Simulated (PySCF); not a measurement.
**Ca (calcium, neutral) across methods**

[Ar] 3d1 4s1, high-spin 3D determinant (an excited configuration). All numbers are calculated (PySCF 2.14, scalar relativity by spin-free X2C-1e, in x2c-QZVPPall).

| method | E (hartree) | mean ε 3p β (eV) | mean ε 4s α (eV) | mean ε 3d α (eV) | Σ⟨r²⟩ (bohr²) | ⟨S²⟩ |
| --- | --- | --- | --- | --- | --- | --- |
| BHandHLYP | -680.392 | -29.493 | -4.297 | -2.353 | 49.15 | 2.001 |
| r2SCAN | -680.359 | -25.969 | -3.544 | -1.228 | 49.56 | 2.001 |
| PBE0 | -680.217 | -27.506 | -3.979 | -1.822 | 49.57 | 2.000 |
| PBE | -680.184 | -25.296 | -3.487 | -1.155 | 49.91 | 2.000 |
| BP86 | -680.481 | -25.399 | -3.626 | -1.247 | 49.55 | 2.000 |
| LDA | -678.537 | -25.324 | -3.629 | -1.105 | 49.39 | 2.000 |
| UHF | -679.55341 | -33.517 | -5.224 | -3.433 | 51.50 | 2.002 |
| M06-2X | -680.394 | -29.554 | -4.666 | -2.349 | 47.92 | 2.000 |
| CAM-B3LYP | -680.422 | -28.719 | -4.690 | -2.731 | 48.54 | 2.000 |
